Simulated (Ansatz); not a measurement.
Calculated with Ansatz (gas phase, PBE0-D4/def2-TZVP geometries, no zero-point term in ΔE). CCSD(T)/CBS adds triple-zeta CCSD(T) − MP2 to the extrapolated MP2 energy (def2 sets, frozen cores). Functionals use def2-TZVPP. For Sc, Zn outer-core shells are correlated without core-valence functions, which leaves a few kJ/mol of doubt a bond. Scalar relativity is left out up to krypton. Each species was taken in one conformer, which may not be the lowest.

Consider the ligand exchange at the Si–O bond: `[OH][Sc]([F])[O][SiH3]` + `O[CH2][ZnH]` → `[SiH3]O[CH2][ZnH]` + `[OH][Sc]([OH])[F]`.

```csv
level,ΔE (kJ/mol)
BHLYP-D4,15.4
B2PLYP,15.6
```

Question: What does CCSD(T)/CBS give? (Estimate.)

Answer: The calculation gave: +16.7 kJ/mol. The listed levels differ from it by -1.3, -1.1 kJ/mol.

Largest T1 diagnostic among the species: 0.016.

Leaving LDA and LC-ωPBE aside and taking each functional with its dispersion term where it has one, the values, not all of them listed here, spread over 5.5 kJ/mol, from ωB97M-V to B97M-V. LDA lies −5.8 kJ/mol from PBE without D4. At CCSD(T), def2-SVP lies +3.3 kJ/mol from the extrapolated value and def2-TZVPP −1.5 kJ/mol. In def2-TZVPP, CCSD(T) changes the Hartree–Fock value by −4.1 kJ/mol (the triples alone add −0.4 kJ/mol) and MP2 by −6.4 kJ/mol.

CCSD(T)/CBS has its own doubt, a few kJ/mol and more with outer-core shells, so smaller differences from it don't rank the levels.
